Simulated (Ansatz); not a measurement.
Program: Ansatz. Geometries: PBE0-D4/def2-TZVP. ΔE: electronic, gas phase. CCSD(T)/CBS is the MP2 limit (def2-TZVPP, def2-QZVPP) plus CCSD(T) − MP2 in def2-TZVPP, frozen cores. DFT in def2-TZVPP. For Br, Ge outer-core shells are correlated without core-valence functions, which leaves a few kJ/mol of doubt a bond. Scalar relativity is left out up to krypton. One conformer a species, not always the lowest.

Reaction (redistribution): `[CH3][GeH]([F])[Br]` + `O=CBF` → `[CH3][GeH]([F])[CH]=O` + `FBBr`

CCSD(T)/CBS gives +3.7 kcal/mol.

Q: Another level gave +1.5 kcal/mol. Which?
A. PBE0-D4/def2-TZVPP
B. HF/def2-TZVPP
C. PBE-D4/def2-TZVPP
D. ωB97X-V/def2-TZVPP

A: C. PBE-D4 1.5, ωB97X-V 4.2, HF/def2-TZVPP 8.0, PBE0-D4 3.2 kcal/mol.

Largest T1 diagnostic among the species: 0.015.

In def2-TZVPP, CCSD(T) changes the Hartree–Fock value by −4.7 kcal/mol (the triples alone add −0.7 kcal/mol) and MP2 by −4.8 kcal/mol. From PBE to PBE0 (25 % exact exchange), in def2-TZVPP and without D4, ΔE moves by +1.7 kcal/mol.
